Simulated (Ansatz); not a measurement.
Basis-set series for C$_{2}$HClFGa, SMILES `C#[C][Ga]([F])[Cl]`. Total charge 0; spin multiplicity 1. All single points use the PBE0-D4/def2-TZVP geometry.

| functional | basis | functions | energy (Eh) | HOMO (eV) | LUMO (eV) |
| --- | --- | --- | --- | --- | --- |
| PBE0-D4 | def2-SVP | 97 | -2560.62654 | -8.92 | -1.74 |
| PBE0-D4 | def2-TZVPP | 197 | -2561.24366 | -8.99 | -1.84 |
| ωB97M-V | def2-SVP | 97 | -2561.04576 | -11.17 | 0.17 |
| ωB97M-V | def2-TZVPP | 197 | -2561.66530 | -11.26 | 0.01 |

**Question.** Give the rows for def2-QZVPP. (Estimate.)

**Answer.** Ansatz gave: 
| functional | basis | functions | energy (Eh) | HOMO (eV) | LUMO (eV) |
| --- | --- | --- | --- | --- | --- |
| PBE0-D4 | def2-QZVPP | 360 | -2561.31065 | -9.01 | -1.88 |
| ωB97M-V | def2-QZVPP | 360 | -2561.72918 | -11.28 | -0.07 |

Positive LUMOs are unbound and depend on the basis. Scalar relativity is left out up to krypton.
